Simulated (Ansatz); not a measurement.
Consider the ligand exchange at the Si–O bond: `[SiH3][O][Al]([SH])[Cl]` + `CB(C)O` → `CB(C)O[SiH3]` + `[OH][Al]([SH])[Cl]`.

Calculated with Ansatz (gas phase, PBE0-D4/def2-TZVP geometries, no zero-point term in ΔE). CCSD(T)/CBS is the MP2 limit (def2-TZVPP, def2-QZVPP) plus CCSD(T) − MP2 in def2-TZVPP, frozen cores. Functionals use def2-TZVPP. One conformer a species, not always the lowest.

```csv
level,ΔE (kJ/mol)
ωB97X-V,25.7
r2SCAN,25.8
CAM-B3LYP,28.5
HF/def2-QZVPP,32.9
```

Q: What does CCSD(T)/CBS give? (Best estimate.)

A: The calculation gave: +25.8 kJ/mol. The listed levels differ from it by -0.1, 0.0, 2.7, 7.1 kJ/mol.

Largest T1 diagnostic among the species: 0.011.

Leaving LDA and LC-ωPBE aside and taking each functional with its dispersion term where it has one, the values, not all of them listed here, spread over 6.4 kJ/mol, from revPBE-D4 to BHLYP-D4. LDA lies −3.1 kJ/mol from PBE without D4. In def2-TZVPP, CCSD(T) changes the Hartree–Fock value by −5.2 kJ/mol (the triples alone add −1.0 kJ/mol) and MP2 by −6.2 kJ/mol.
